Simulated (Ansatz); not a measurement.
One change: `NC[TeH]` becomes `NCS`.

Ansatz, PBE0-D4/def2-TZVP geometries, multiplicity 1. Each molecule was computed in one conformer, which needn't be the lowest.

Elements past krypton have def2 core potentials.

| property | `NC[TeH]` |
| --- | --- |
| HOMO–LUMO gap (B3LYP/def2-TZVPP) / eV | 5.00 |
| LUMO energy (B3LYP/def2-TZVPP) / eV | -0.81 |
| LUMO energy (PBE0/def2-TZVPP) / eV | -0.56 |
| LUMO energy (ωB97M-V/def2-TZVPP) / eV | 1.23 |
| LUMO energy (PBE/def2-TZVPP) / eV | -1.39 |
| size of the dipole moment (ωB97M-V/def2-TZVPP) / D | 2.24 |

(1) Give the same properties after the change, and the shifts. (Estimate.)

Answers

(1) Computed: 
```
                                          property  `NCS`  shift
             HOMO–LUMO gap (B3LYP/def2-TZVPP) / eV   6.78   1.78
               LUMO energy (B3LYP/def2-TZVPP) / eV   0.09   0.90
                LUMO energy (PBE0/def2-TZVPP) / eV   0.40   0.96
             LUMO energy (ωB97M-V/def2-TZVPP) / eV   2.05   0.82
                 LUMO energy (PBE/def2-TZVPP) / eV  -0.50   0.89
size of the dipole moment (ωB97M-V/def2-TZVPP) / D   2.53   0.29
```

With PBE0 the HOMO falls by 0.93 eV and the LUMO rises by 0.96 eV, so the gap widens by about 1.89 eV. PBE moves the HOMO by -0.70 eV and ωB97M-V by -1.06 eV. Dipoles are sizes alone; their direction can turn.

B3LYP here is the variant with VWN-RPA as its local correlation; programs differ in this.

Spin–orbit coupling is left out; it splits and shifts lone-pair levels of the heavy atoms by tenths of an eV.
